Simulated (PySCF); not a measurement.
Compound: C₅H₉GeP.
SMILES with atom numbers: `[CH2:1]=[CH:2][C:3]1=[C:4]([CH3:5])[P:6]1[GeH3:7]` (hydrogens: H8, H9 on C1; H10 on C2; H11, H12, H13 on C5; H14, H15, H16 on Ge7)

Geometry (GFN2-xTB, Å), atoms numbered from 1 in this order:
```xyz
16
C5H9GeP angstrom
C      2.3950   -1.5172    0.0316
C      1.9177   -0.3396   -0.3628
C      0.7620    0.2518    0.2132
C     -0.1296    1.2136    0.2362
C     -0.6297    2.4720   -0.3261
P     -0.4725   -0.0169    1.5738
Ge    -1.9780   -1.3848    0.4295
H      1.9153   -2.0681    0.8252
H      3.2649   -1.9623   -0.4183
H      2.3904    0.2239   -1.1590
H     -1.6528    2.3414   -0.6815
H     -0.6416    3.2452    0.4427
H     -0.0001    2.7968   -1.1542
H     -2.8682   -2.2102    1.3178
H     -2.9405   -0.6534   -0.4764
H     -1.3398   -2.3833   -0.5032
```

The calculation used TDDFT CAM-B3LYP/def2-SVPD, vertical, gas phase, core orbitals frozen in the response (PySCF). Relativistic effects, spin–orbit coupling among them, are left out although an element past zinc is present.

Computed singlets with f of 0.002 or more:

```
state  ν̃ (cm⁻¹)       f
   S1      34470   0.136
   S3      41730  0.0034
   S4      43810   0.143
   S5      46700   0.010
   S6      48060   0.138
   S7      49800   0.141
   S8      52890   0.103
```

Turn these into Einstein A coefficients, radiative lifetimes, transition dipoles and integrated cross-sections.

Relations used (vacuum, state to state): A = 0.6670 f ν̃² s⁻¹ (ν̃ in cm⁻¹); τ = 1/A; f = (2/3) ΔE |μ|² in atomic units; ∫σ dE = 109.76 f Mb·eV.

```
state  A (s⁻¹)       τ  |μ| (D)  ∫σ dE (Mb·eV)
   S1  1.1×10⁸  9.3 ns     2.90             15
   S3  3.9×10⁶  260 ns     0.41           0.37
   S4  1.8×10⁸  5.5 ns     2.64             16
   S5  1.5×10⁷   66 ns     0.69            1.2
   S6  2.1×10⁸  4.7 ns     2.48             15
   S7  2.3×10⁸  4.3 ns     2.45             15
   S8  1.9×10⁸  5.2 ns     2.03             11
```

Only emission to the ground state at the vertical energy is counted.

How much energy does a mole of photons resonant with S7 carry?

6.175 eV × 96.485 = 596 kJ/mol (142 kcal/mol).

Which computed singlets stay under f = 0.002?

S2 (4.57 eV, f 0.0004).

What is the integrated cross-section of all computed states together?

Σf = 0.676 over S1 to S8, so 109.76 × Σf ≈ 74.2 Mb·eV.

One conformer stands for the species.
